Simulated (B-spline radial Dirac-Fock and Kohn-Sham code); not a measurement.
**Scattering functions of Tl²⁵⁺**

System: thallium as Tl²⁵⁺, [Kr] 4d10 4f10.

Calculated with a radial finite-basis atomic code, using relativistic Hartree-Fock (Dirac-Fock) wave functions, averaged over the configuration. f₀ is the Fourier transform of the spherical electron density, S the Waller-Hartree incoherent function, and s = sin θ/λ. The electron scattering factor follows from the Mott-Bethe formula f_e = 0.023934 Å⁻¹·(Z − f₀)/s².

```csv
s (Å⁻¹),f₀,S,f_e (Å)
0,56.000,0.000,–
0.05,55.888,0.083,240.413
0.1,55.554,0.328,60.903
0.15,55.003,0.730,27.653
0.2,54.247,1.277,16.008
0.25,53.298,1.956,10.608
0.3,52.174,2.751,7.666
0.35,50.892,3.642,5.882
0.4,49.475,4.613,4.716
0.45,47.944,5.643,3.907
0.5,46.323,6.717,3.320
0.6,42.902,8.930,2.533
0.7,39.388,11.149,2.033
0.8,35.936,13.305,1.685
0.9,32.668,15.361,1.428
1,29.671,17.303,1.229
1.1,26.996,19.133,1.068
1.2,24.663,20.860,0.936
1.4,20.980,24.051,0.733
1.6,18.394,26.947,0.585
1.8,16.574,29.575,0.476
2,15.214,31.935,0.394
2.5,12.584,36.690,0.262
3,10.247,40.102,0.188
3.5,8.256,42.636,0.142
4,6.787,44.619,0.111
5,5.173,47.555,0.073
6,4.372,49.606,0.051
```

f₀ starts at the number of electrons, 56, and has fallen to half at s ≈ 1.06 Å⁻¹. The sum of ⟨r²⟩ over the electrons is 6.093 bohr². For an ion f_e diverges as s goes to zero, because of the net charge.
